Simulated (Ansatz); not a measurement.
Cartesian coordinates in Å:
```
F 1.9916 0.2829 -0.0963
Si 1.2176 -1.0717 0.1796
F 0.9972 -1.7406 -1.2392
S -0.6199 -0.7025 1.1401
Si -1.3171 0.8974 -0.0986
Cl -0.7481 2.7167 0.6375
H 2.0432 -1.9625 1.0068
H -2.7914 0.8248 -0.0651
H -0.7732 0.7556 -1.4648
```

The species carries charge 0 and has multiplicity 1.

Problem. List the B3LYP/def2-TZVPP orbital energies in eV (Ansatz 0.2.0). (Estimate.)

Solution. Ansatz gave: Occupied: -2762.74, -2418.25, -1801.59, -1800.88, -672.12, -672.07, -257.50, -216.33, -196.51, -196.38, -196.38, -160.85, -160.80, -160.72, -145.87, -145.27, -101.23, -101.21, -101.15, -100.63, -100.59, -100.53, -33.38, -32.85, -22.96, -20.59, -16.03, -14.93, -14.10, -13.54, -13.29, -12.48, -12.07, -11.90, -11.20, -11.00, -10.35, -9.61, -9.07, -8.95, -8.15. Lowest empty: -0.57, -0.27, -0.02, 0.12, 0.48, 1.51, 1.76, 2.51.

B3LYP here is the variant with VWN-RPA as its local correlation; programs differ in this.
